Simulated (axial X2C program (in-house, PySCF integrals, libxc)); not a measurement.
**Curves of DyH from open-shell CI on f9 s2**

Calculated with an in-house all-electron X2C program for linear molecules (integrals from PySCF): two-component X2C with atomic mean-field Coulomb and Gaunt terms, basis Dy dyall-v3z, H dyall-v3z (cores contracted in-house). Orbitals come from Hartree–Fock averaged over the configuration Dy f9 s2; CI then distributes these electrons over the f, s shells of Dy.

Scan along the bond; masses Dy 163.929 u, H 1.008 u. Energies in cm⁻¹ from the lowest point; levels are followed by energy order within each Ω. Lowest level at 1.971 Å: 100% f9 s2.

```csv
R (Å),(1)Ω=15/2,(1)Ω=13/2,(1)Ω=11/2,(1)Ω=9/2,(1)Ω=7/2
1.833,769,1162,1547,1864,2080
1.902,183,577,954,1264,1479
1.971,0,391,760,1062,1274
2.050,188,573,930,1222,1430
2.129,707,1084,1429,1710,1913
2.217,1583,1949,2279,2548,2745
2.326,2981,3331,3643,3897,4085
```

Question: Fit the curves (1)Ω=15/2, (1)Ω=13/2, (1)Ω=11/2, (1)Ω=9/2, (1)Ω=7/2 near their minima.

Answer: From the open-shell CI curves, Te from the lowest:

| level | Te (cm⁻¹) | Re (Å) | ωe (cm⁻¹) |
| --- | --- | --- | --- |
| (1)Ω=15/2 | 0 | 1.973 | 1512.4 |
| (1)Ω=13/2 | 391 | 1.974 | 1504.7 |
| (1)Ω=11/2 | 759 | 1.976 | 1497.4 |
| (1)Ω=9/2 | 1061 | 1.977 | 1491.4 |
| (1)Ω=7/2 | 1273 | 1.978 | 1487.1 |

Without dynamic correlation distances can be off by several hundredths of an Å (long for ionic bonds, short for multiple bonds) and the wavenumbers are rough.

The 5 lowest curves are shown; the next is (1)Ω=5/2, from 1401 cm⁻¹.

There is no dynamic correlation: spin–orbit spacings and, for f shells, spacings inside one term are the most reliable numbers, splittings between terms come out too wide, and energies between configurations are not reliable, so the lowest level need not be the ground state of the molecule. At most 4 roots were kept for each Ω > 0 (twice that for Ω = 0) within 2.2 eV of the lowest, so higher up levels can be missing between those listed; levels with Ω > 0 are doubly degenerate and listed once, Ω = 0 levels singly.
